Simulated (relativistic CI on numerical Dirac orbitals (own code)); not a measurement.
Electric-dipole lines of Zn12+

Computed by Dirac-Coulomb-Breit CI, KLI orbitals optimised for each configuration, model QED, unscaled Slater integrals (own radial code, finite nucleus).

CI space (outside the closed core [Ne]): 3s2.3p6, 3s2.3p5.3d, 3s.3p6.3d, 3s2.3p5.4s, 3s2.3p5.4p, 3s2.3p5.4d, 3s.3p6.4s, 3s2.3p5.4f, 3s.3p6.4p, 3p6.3d.4p, 3s.3p6.4d, 3s2.3p5.5s, 3s2.3p5.5p, 3s2.3p5.5d, 3s.3p6.4f, 3s2.3p5.5f, 3s2.3p5.5g, 3s2.3p5.6s, 3s2.3p5.6p, 3s.3p6.5s, 3s2.3p5.6d, 3s.3p6.5p, 3s.3p6.5d, 3p6.3d2, 3p5.3d3, 3p5.3d2.4s, 3p5.3d2.4p, 3p5.3d2.4d, 3p6.3d.4s, 3p5.3d.4s2, 3p5.3d.4s.4p, 3p5.3d.4s.4d. Double excitations out of closed p, d and f shells are left out; levels of such configurations are missing from the list, as are those of other unlisted configurations, and high levels can miss mixing partners. These lack a partner that the ground configuration has and come out too high: 3s2.3p5.4f, 3s2.3p5.5s, 3s2.3p5.5p, 3s2.3p5.5d, 3s2.3p5.5f.

```csv
λ vac (Å),Lower,Upper,A (s⁻¹),log gf,S velocity/length
49.133,3s2.3p5.3d 3F°_4 [5],3s2.3p5.5f 3G_5 [109],4.08e+11,0.21,0.92
61.881,3s2.3p5.3d 3P°_1 [3],3s2.3p5.4f 3D_2 [53],5.24e+11,0.18,0.88
62.092,3s2.3p5.3d 3P°_2 [4],3s2.3p5.4f 3D_3 [56],6.47e+11,0.42,0.89
62.635,3s2.3p5.3d 3F°_4 [5],3s2.3p5.4f 3G_5 [55],7.96e+11,0.71,0.99
62.700,3s2.3p5.3d 3F°_3 [6],3s2.3p5.4f 3G_4 [57],6.61e+11,0.54,0.99
62.780,3s2.3p5.3d 3F°_2 [7],3s2.3p5.4f 3G_3 [59],5.64e+11,0.37,0.98
63.048,3s2.3p5.3d 1D°_2 [9],3s2.3p5.4f 3G_3 [62],6.28e+11,0.42,0.96
63.434,3s2.3p5.3d 3D°_2 [11],3s2.3p5.4f 3F_3 [63],6.97e+11,0.47,0.93
63.569,3s2.3p5.3d 1F°_3 [12],3s2.3p5.4f 3F_4 [64],7.11e+11,0.59,0.97
63.806,3s2.3p5.3d 3D°_3 [8],3s2.3p5.4f 3F_4 [60],6.75e+11,0.57,0.96
126.61,3p6.3d2 3F_4 [46],3p5.3d3 3D°_3 [263],3.71e+11,0.79,0.60
126.61,3s2.3p6 1S_0 [1],3s2.3p5.3d 1P°_1 [13],4.30e+11,0.49,0.59
130.07,3p6.3d2 1G_4 [58],3p5.3d3 1G°_4 [267],4.56e+11,1.02,0.62
133.69,3p6.3d2 3F_4 [46],3p5.3d3 3F°_4 [257],3.29e+11,0.90,0.66
205.54,3s2.3p5.3d 3F°_4 [5],3s.3p6.3d 3D_3 [16],3.57e+10,0.20,0.78
214.71,3s2.3p5.4f 3G_5 [55],3s2.3p5.5g 3H°_6 [126],1.37e+11,1.09,1.00
216.27,3s2.3p5.4f 3G_4 [57],3s2.3p5.5g 1H°_5 [127],1.24e+11,0.98,0.99
218.11,3s2.3p5.4f 3F_4 [64],3s2.3p5.5g 3H°_5 [155],1.32e+11,1.01,1.00
219.74,3s2.3p5.4f 3F_4 [60],3s2.3p5.5g 3G°_5 [131],1.17e+11,0.97,1.00
469.62,3s2.3p5.4p 3D_3 [24],3s2.3p5.4d 3F°_4 [35],1.29e+10,0.58,1.02
```

Terms are leading LS components. Brackets give the number of a level in order of energy, since labels repeat. The list gives strong lines, with weight on those to low levels, among the lowest 290 of 1356 levels, so that lines to higher ones, which can be the strongest, are missing. Levels whose partners in the same complex of configurations lie outside the list can be far off, and so can their lines. Rates are taken at the computed energies, electric ones in the length gauge. A velocity-to-length ratio far from 1 marks an uncertain rate.

At this charge energies of transitions that change n are usually good to better than 1 %, and those within a shell (Δn = 0) to a few per cent.

LS names give the leading component of a level, which can be under half, so a name can repeat, a term be missing and a line seem to break the LS rules.
